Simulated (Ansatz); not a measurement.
The same hydrogenolysis along the group B, Al, Ga, In.

Isolated molecules relaxed with PBE0-D4/def2-TZVP in Ansatz; ΔE leaves out vibrations. CCSD(T)/CBS is the MP2 limit (def2-TZVPP, def2-QZVPP) plus CCSD(T) − MP2 in def2-TZVPP, frozen cores. This one scheme is used for every species. Functionals use def2-TZVPP. B3LYP here is the variant with VWN-RPA as its local correlation; programs differ in this. def2 core potentials past Kr. For Ga, In outer-core shells are correlated without core-valence functions, which leaves a few kJ/mol of doubt a bond. Scalar relativity is left out up to krypton. One conformer a species, not always the lowest.

```csv
reaction,B3LYP-D4 (kJ/mol),CCSD(T)/def2-SVP (kJ/mol),PBE-D4 (kJ/mol),LDA (SPW92) (kJ/mol),CCSD(T)/CBS(def2) (kJ/mol)
`CB(Cl)N=C=O` + H₂ → `O=C=NBCl` + CH₄,-17,-20,-11,-6,-14
`[CH3][Al]([Cl])[N]=C=O` + H₂ → `O=C=[N][AlH][Cl]` + CH₄,-19,-31,-14,-14,-17
`[CH3][Ga]([Cl])[N]=C=O` + H₂ → `O=C=[N][GaH][Cl]` + CH₄,-27,-35,-22,-24,-19
`[CH3][In]([Cl])[N]=C=O` + H₂ → `O=C=[N][InH][Cl]` + CH₄,-37,-45,-32,-37,-29
```

Largest T1 diagnostic: 0.016, for `O=C=NBCl`.
